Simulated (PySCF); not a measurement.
# `C=C[C@@H](C)[O][AlH][O]C`, C5H11AlO2

Molfile (atoms numbered from 1):
```
C5H11AlO2
     RDKit          3D

 19 18  0  0  0  0  0  0  0  0999 V2000
    2.2676    0.2541   -0.8836 C   0  0  0  0  0  0  0  0  0  0  0  0
    2.2785   -0.0506    0.3987 C   0  0  0  0  0  0  0  0  0  0  0  0
    1.0491   -0.1942    1.2606 C   0  0  1  0  0  0  0  0  0  0  0  0
    1.1163    0.8025    2.4239 C   0  0  0  0  0  0  0  0  0  0  0  0
   -0.1251   -0.0074    0.5415 O   0  0  0  0  0  0  0  0  0  0  0  0
   -1.3909    0.4714   -0.3942 Al  0  0  0  0  0  3  0  0  0  0  0  0
   -2.3234   -0.4234   -1.4182 O   0  0  0  0  0  0  0  0  0  0  0  0
   -3.1358   -1.1569   -2.2869 C   0  0  0  0  0  0  0  0  0  0  0  0
    1.3361    0.4157   -1.4103 H   0  0  0  0  0  0  0  0  0  0  0  0
    3.1710    0.3499   -1.4607 H   0  0  0  0  0  0  0  0  0  0  0  0
    3.2054   -0.2166    0.9302 H   0  0  0  0  0  0  0  0  0  0  0  0
    1.0450   -1.2162    1.6757 H   0  0  0  0  0  0  0  0  0  0  0  0
    0.2205    0.7093    3.0332 H   0  0  0  0  0  0  0  0  0  0  0  0
    1.9906    0.6108    3.0406 H   0  0  0  0  0  0  0  0  0  0  0  0
    1.1653    1.8146    2.0294 H   0  0  0  0  0  0  0  0  0  0  0  0
   -1.8130    1.9022   -0.2686 H   0  0  0  0  0  0  0  0  0  0  0  0
   -4.0639   -1.4372   -1.7822 H   0  0  0  0  0  0  0  0  0  0  0  0
   -3.3806   -0.5537   -3.1648 H   0  0  0  0  0  0  0  0  0  0  0  0
   -2.6225   -2.0650   -2.6125 H   0  0  0  0  0  0  0  0  0  0  0  0
  1  2  2  0
  2  3  1  0
  3  4  1  0
  3  5  1  0
  5  6  1  0
  6  7  1  0
  7  8  1  0
  1  9  1  0
  1 10  1  0
  2 11  1  0
  3 12  1  1
  4 13  1  0
  4 14  1  0
  4 15  1  0
  6 16  1  0
  8 17  1  0
  8 18  1  0
  8 19  1  0
M  END
```

Computed, not measured: GIAO KT3/pcSseg-1 magnetisability, rotational g tensor and spin-rotation constants, non-relativistic, gas phase in PySCF. Geometry: GFN2-xTB.

**Question.** Give the nuclear spin-rotation constants along the inertial axes (H = +C I·J) beside the isotropic shieldings.

**Answer.** Rotational constants 3.2906, 0.7798, 0.6811 GHz. A star marks the isotopologue with that one atom substituted, in its own axes.
```
atom  isotope  Caa (kHz)  Cbb (kHz)  Ccc (kHz)  mean (kHz)  σ (ppm)
 Al6     27Al      1.347      0.387      0.299       0.678    509.7
  H9       1H      0.238     -0.076     -0.069       0.031     26.7
 H10       1H     -0.210      0.034     -0.071      -0.082     26.6
 H11       1H      0.290     -0.077     -0.067       0.049     25.6
 H12       1H     -0.343     -0.063      0.043      -0.121     26.7
 H13       1H     -0.288      0.009     -0.075      -0.118     30.2
 H14       1H      0.051     -0.085     -0.068      -0.034     30.5
 H15       1H     -0.384     -0.088      0.023      -0.149     30.7
 H16       1H     -0.287     -0.046      0.004      -0.110     28.5
 H17       1H     -0.220      0.006     -0.051      -0.088     27.4
 H18       1H     -0.209     -0.054      0.000      -0.087     27.3
 H19       1H     -0.340     -0.015     -0.008      -0.121     27.4
  C1     13C*      1.156      0.246      0.104       0.502     81.6
  C2     13C*      1.492      0.259      0.139       0.630     45.3
  C3     13C*      0.668      0.198      0.164       0.343    108.8
  C4     13C*      0.515      0.120      0.117       0.251    156.4
  O5     17O*     -0.521     -0.090     -0.058      -0.223    252.7
  O7     17O*     -0.414     -0.041     -0.041      -0.166    300.9
  C8     13C*      0.514      0.175      0.153       0.281    127.8
```
For the geometry as given, no vibrational averaging.

**Question.** How do the rotational constants and the g tensor change when H9, H10, H11, H12, H13, H14, H15, H16, H17, H18, H19 are replaced by deuterium?

**Answer.** Constants 2.6351, 0.6680, 0.5839 GHz; g -0.0209, -0.0064, -0.0026, against -0.0263, -0.0074, -0.0030 before.
